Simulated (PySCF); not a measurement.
## How methods differ on the ionisation energy of Dy⁶³⁺

Dy⁶³⁺ [He] 2s1 (2S) → Dy⁶⁴⁺ 1s2 (1S), as a difference of total energies. Computed with PySCF 2.14 in an even-tempered Gaussian basis (19 s from 40 bohr⁻², ratio 2.2; 8 p from 61 bohr⁻², ratio 2.4; 5 d from 180 bohr⁻², ratio 2.4; 5 f from 280 bohr⁻², ratio 2.4; 4 g from 410 bohr⁻², ratio 2.4), with scalar relativity by spin-free X2C-1e. Correlated levels: nothing frozen; virtual orbitals above 40 to 60 times the deepest correlated orbital energy dropped. The calculations carry no spin-orbit coupling.

| method | ionisation energy (eV) | difference from reference (eV) |
| --- | --- | --- |
| UHF | 15245.7 | +17.6 |
| LDA | 15235.0 | +6.9 |
| PBE | 15252.3 | +24.2 |
| PBE0 | 15250.7 | +22.6 |
| r2SCAN | 15242.0 | +13.9 |
| BP86 | 15252.2 | +24.1 |
| TPSS | 15250.8 | +22.7 |
| MP2 (all electrons) | 15245.9 | +17.8 |
| SCS-MP2 (all electrons) | 15245.9 | +17.8 |

Reference: 15228.06 ± 0.11 eV (theoretical estimate listed by NIST; NIST Atomic Spectra Database, ionization energies).

For this ion Breit and QED terms and the two-electron picture change, all absent here, outweigh the differences among the correlated methods.
